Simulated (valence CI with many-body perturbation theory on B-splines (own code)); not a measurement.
**Level structure of Br XXI**

Calculated by valence CI with perturbative core correlation (CI+MBPT): five valence electrons over a frozen Dirac-Fock core [Ne], a basis of 11 s, 11 p, 10 d, 8 f, 5 g, 2 h functions for each j, with the one-electron correlation potential Σ1, the two-electron term Σ2, the three-electron term Σ3, Breit, model QED; selected CI, second order for the rest, scaled by the run's own slope (own B-spline code, finite nucleus).

No measured spectrum was set against this ion. As an estimate, levels of excited configurations hold to 0.05 to 0.15 % of their energy, terms of the ground configuration to about 0.5 %. Among the levels kept, up to 3400 cm⁻¹ of a level comes from second order outside the variational space, and about a tenth of that is noise between levels of different J, which matters for small intervals.

Levels 46 to 90 of 171, with energies above the lowest level, 3s2 3p3 4S°_3/2. "Leading %" is the weight of the configuration and term that name the level; weights of strongly mixed levels are sums over their largest components and can fall short, so below about 35 % the name and the second component can differ from the true leading terms, or belong to a minority configuration. Lifetimes count E1, E2, E3, M1 and M2 decay at the calculated energies, and are blank where another channel may lead or the interval is too uncertain; long ones can be off by a factor of two.

| No. | Configuration | Term | J | E (eV) | Leading % | g | Lifetime | Second component |
| --- | --- | --- | --- | --- | --- | --- | --- | --- |
| 46 | 3s 3p3 3d | 6D° | 9/2 | 136.95 | 92 | 1.538 | 3.70 ns | 6 % 3s 3p3 3d 4F° |
| 47 | 3p5 | 2P° | 3/2 | 137.97 | 57 | 1.336 | 52.2 ps | 35 % 3s 3p3 3d 2P° |
| 48 | 3s 3p3 3d | 4F° | 3/2 | 144.95 | 51 | 0.740 | 224 ps | 29 % 3s 3p3 3d 4D° |
| 49 | 3s 3p3 3d | 4D° | 5/2 | 145.10 | 54 | 1.272 | 285 ps | 25 % 3s 3p3 3d 4F° |
| 50 | 3p5 | 2P° | 1/2 | 146.32 | 51 | 0.649 | 59.4 ps | 38 % 3s 3p3 3d 2P° |
| 51 | 3s 3p3 3d | 4D° | 7/2 | 147.18 | 72 | 1.403 | 670 ps | 8 % 3s 3p3 3d 6D° |
| 52 | 3s 3p3 3d | 4D° | 1/2 | 148.29 | 89 | 0.064 | 435 ps |  |
| 53 | 3s 3p3 3d | 4D° | 3/2 | 148.54 | 54 | 0.905 | 299 ps | 34 % 3s 3p3 3d 4F° |
| 54 | 3s 3p3 3d | 4F° | 5/2 | 149.17 | 57 | 1.132 | 248 ps | 30 % 3s 3p3 3d 4D° |
| 55 | 3s 3p3 3d | 4F° | 7/2 | 150.46 | 67 | 1.252 | 271 ps | 16 % 3s 3p3 3d 4D° |
| 56 | 3s 3p3 3d | 4F° | 9/2 | 152.58 | 74 | 1.315 | 286 ps | 12 % 3s 3p3 3d 4G° |
| 57 | 3s 3p3 3d | 2S° | 1/2 | 154.36 | 66 | 2.097 | 141 ps | 12 % 3s 3p3 3d 4P° |
| 58 | 3s 3p3 3d | 4G° | 5/2 | 154.54 | 75 | 0.650 | 77.4 ps | 7 % 3s 3p3 3d 4F° |
| 59 | 3s 3p3 3d | 4G° | 7/2 | 155.49 | 69 | 1.045 | 81.4 ps | 18 % 3s 3p3 3d 4F° |
| 60 | 3s 3p3 3d | 4G° | 9/2 | 156.96 | 67 | 1.217 | 99.1 ps | 26 % 3s 3p3 3d 4F° |
| 61 | 3s 3p3 3d | 4G° | 11/2 | 158.67 | 94 | 1.271 | 116 ps | 5 % 3s2 3p 3d2 4G° |
| 62 | 3s 3p3 3d | 4D° | 1/2 | 158.88 | 85 | 0.066 | 45.5 ps | 7 % 3s2 3p 3d2 4D° |
| 63 | 3s 3p3 3d | 2G° | 7/2 | 160.18 | 67 | 0.961 | 113 ps | 9 % 3s 3p3 3d 2F° |
| 64 | 3s 3p3 3d | 4D° | 3/2 | 160.35 | 54 | 1.232 | 36.3 ps | 13 % 3s 3p3 3d 4P° |
| 65 | 3s 3p3 3d | 2D° | 5/2 | 160.68 | 28 | 1.276 | 25.8 ps | 20 % 3s 3p3 3d 4P° |
| 66 | 3s 3p3 3d | 2G° | 9/2 | 161.34 | 76 | 1.140 | 143 ps | 10 % 3s 3p3 3d 4F° |
| 67 | 3s 3p3 3d | 4P° | 3/2 | 162.00 | 44 | 1.594 | 33.7 ps | 22 % 3s 3p3 3d 4D° |
| 68 | 3s 3p3 3d | 4P° | 1/2 | 163.34 | 69 | 2.497 | 71.5 ps | 14 % 3s 3p3 3d 2S° |
| 69 | 3s 3p3 3d | 4P° | 5/2 | 164.13 | 56 | 1.385 | 10.7 ps | 12 % 3s 3p3 3d 2D° |
| 70 | 3s 3p3 3d | 2D° | 3/2 | 165.09 | 41 | 0.967 | 27.4 ps | 10 % 3s 3p3 3d 4F° |
| 71 | 3s 3p3 3d | 4D° | 5/2 | 166.01 | 59 | 1.333 | 36.2 ps | 14 % 3s 3p3 3d 4P° |
| 72 | 3s 3p3 3d | 4F° | 7/2 | 166.20 | 32 | 1.232 | 17.4 ps | 27 % 3s 3p3 3d 4D° |
| 73 | 3s 3p3 3d | 4F° | 5/2 | 166.89 | 59 | 1.031 | 29.7 ps | 7 % 3s 3p3 3d 2F° |
| 74 | 3s 3p3 3d | 4D° | 7/2 | 167.45 | 55 | 1.305 | 34.6 ps | 23 % 3s 3p3 3d 4F° |
| 75 | 3s 3p3 3d | 4F° | 3/2 | 167.54 | 41 | 1.117 | 12.8 ps | 32 % 3s 3p3 3d 4P° |
| 76 | 3s 3p3 3d | 4F° | 3/2 | 168.08 | 37 | 1.060 | 14.8 ps | 35 % 3s 3p3 3d 4P° |
| 77 | 3s 3p3 3d | 4F° | 9/2 | 168.18 | 52 | 1.255 | 54.9 ps | 22 % 3s 3p3 3d 2G° |
| 78 | 3s 3p3 3d | 4P° | 5/2 | 168.87 | 46 | 1.297 | 20.0 ps | 19 % 3s 3p3 3d 2F° |
| 79 | 3s 3p3 3d | 2F° | 7/2 | 169.08 | 56 | 1.182 | 50.7 ps | 8 % 3s 3p3 3d 4D° |
| 80 | 3s 3p3 3d | 2P° | 1/2 | 169.51 | 39 | 0.958 | 7.91 ps | 16 % 3s 3p3 3d 4P° |
| 81 | 3s 3p3 3d | 4S° | 3/2 | 169.62 | 42 | 1.790 | 9.12 ps | 28 % 3s 3p3 3d 4P° |
| 82 | 3s 3p3 3d | 2D° | 5/2 | 170.44 | 30 | 1.205 | 13.6 ps | 18 % 3s 3p3 3d 4D° |
| 83 | 3s 3p3 3d | 4D° | 5/2 | 171.03 | 26 | 1.267 | 15.8 ps | 13 % 3s 3p3 3d 2D° |
| 84 | 3s 3p3 3d | 4D° | 3/2 | 171.28 | 41 | 1.052 | 10.5 ps | 24 % 3s 3p3 3d 2D° |
| 85 | 3s 3p3 3d | 4P° | 1/2 | 171.53 | 62 | 1.766 | 6.92 ps | 19 % 3s 3p3 3d 4D° |
| 86 | 3s 3p3 3d | 4D° | 7/2 | 171.81 | 58 | 1.337 | 9.87 ps | 17 % 3s 3p3 3d 2F° |
| 87 | 3s 3p3 3d | 2D° | 3/2 | 173.34 | 51 | 0.959 | 12.1 ps | 20 % 3s 3p3 3d 4D° |
| 88 | 3s 3p3 3d | 2D° | 5/2 | 174.60 | 22 | 1.304 | 16.1 ps | 16 % 3s 3p3 3d 4D° |
| 89 | 3s 3p3 3d | 2G° | 7/2 | 175.03 | 58 | 1.009 | 18.2 ps | 7 % 3s 3p3 3d 2F° |
| 90 | 3s 3p3 3d | 2P° | 3/2 | 175.29 | 52 | 1.361 | 7.10 ps | 14 % 3p5 2P° |

Names give the largest LS component (configuration and term), which can be under half, so a name can repeat, a term be missing and a line seem to break the LS rules; names also repeat where a configuration has a term twice.

Where two levels of one J and parity lie close, their mixing, g and order are uncertain.
